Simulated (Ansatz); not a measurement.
This singlet lies 0.24 eV below the relaxed triplet at the level composite: frozen-core CCSD(T) with HF/cc-pVQZ and the correlation energy extrapolated as X^-3 from cc-pVTZ and cc-pVQZ, plus CCSDT(Q) minus CCSD(T) in cc-pVDZ // PBE0-D3(BJ)/def2-TZVP (Ansatz, a first-principles code); other levels give the other order.

Species: H₃AlGe, SMILES `[AlH2][GeH]` (singlet; the order of the spin states depends on the level) (charge 0, multiplicity 1).

Question: Give a relaxed geometry from Ansatz with PBE0-D3(BJ)/def2-TZVP.

Answer: This is not unique; one that fits is the end point of this relaxation, one of several conformers (outside a Z-matrix the atoms follow the SMILES, hydrogens last).
Bonded distances (Å): Al1–Ge2 2.517, Al1–H3 1.597, Al1–H4 1.597, Ge2–H5 1.616. Bond angles (°): Ge2–Al1–H3 120.9, Ge2–Al1–H4 120.9, H3–Al1–H4 118.1, Al1–Ge2–H5 77.2.
